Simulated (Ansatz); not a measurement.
Cost and result for the atomization energy of ClFH$_{4}$Si$_{2}$, SMILES `F[SiH2][SiH2]Cl` (8 atoms, 7 bonds).

```tsv
atom	x (Å)	y (Å)	z (Å)
F1	1.451	1.044	-1.393
Si2	0.436	-0.162	-1.101
Si3	-0.371	0.006	1.095
Cl4	-1.500	1.720	1.276
H5	-0.678	-0.080	-2.080
H6	1.172	-1.440	-1.287
H7	-1.240	-1.159	1.402
H8	0.730	0.070	2.088
```

Total charge 0; spin multiplicity 1. Geometry: relaxed with PBE0-D4/def2-TZVP. It is one conformer, not always the lowest. Program: Ansatz. All runs use 2 threads of a server CPU on a shared host. Times are those of one run each, without the atoms' runs, and a repeat can differ threefold. Electronic energies, without spin–orbit coupling; frozen cores. CCSD(T)/CBS adds CCSD(T) − MP2 in def2-TZVPP to the MP2 limit, and its time is that of the two runs behind it. T1 = 0.011. B3LYP takes the VWN-RPA correlation (the form of Gaussian; ORCA's B3LYP/G).

CCSD(T)/CBS is a level of theory with its own doubt, some kJ/mol a heavy atom from the limit and from the frozen cores, so smaller differences don't rank the functionals.

```csv
level,functions,wall time,atomization (kJ/mol),difference from CCSD(T)/CBS,per bond
PBE-D4/def2-TZVPP (with forces),213,3.1 s,2509.4,-26.9,-3.8
PBE0-D4/def2-TZVPP,213,3.8 s,2490.0,-46.3,-6.6
B3LYP-D4/def2-TZVPP (with forces),213,6 s,2507.6,-28.7,-4.1
r2SCAN-D4/def2-TZVPP (with forces),213,6.5 s,2527.2,-9.1,-1.3
B2PLYP/def2-TZVPP,213,6.5 s,2484.0,-52.3,-7.5
ωB97X-V/def2-TZVPP,213,11 s,2547.8,11.5,1.6
ωB97M-V/def2-TZVPP (with forces),213,16 s,2527.2,-9.1,-1.3
MP2/def2-QZVPP,387,21 s,2533.7,-2.6,-0.4
CCSD(T)/def2-TZVPP,213,93 s,2458.0,-78.3,-11.2
CCSD(T)/CBS(def2),–,110 s,2536.3,0.0,0.0
```

The D4 term adds +29.3 kJ/mol with B3LYP and +15.4 kJ/mol with PBE0; it sums over pairs of atoms, weighted by their polarisabilities, and B3LYP, whose exchange is more repulsive, gets the larger term. In def2-TZVPP, CCSD(T) changes the Hartree–Fock value by +530.4 kJ/mol (the triples alone add +28.1 kJ/mol) and MP2 by +558.7 kJ/mol; breaking electron pairs costs correlation energy, which Hartree–Fock lacks. From PBE to PBE0 (25 % exact exchange), in def2-TZVPP and without D4, the atomization energy moves by −16.9 kJ/mol: exact exchange takes away binding that semilocal exchange gives to molecules.
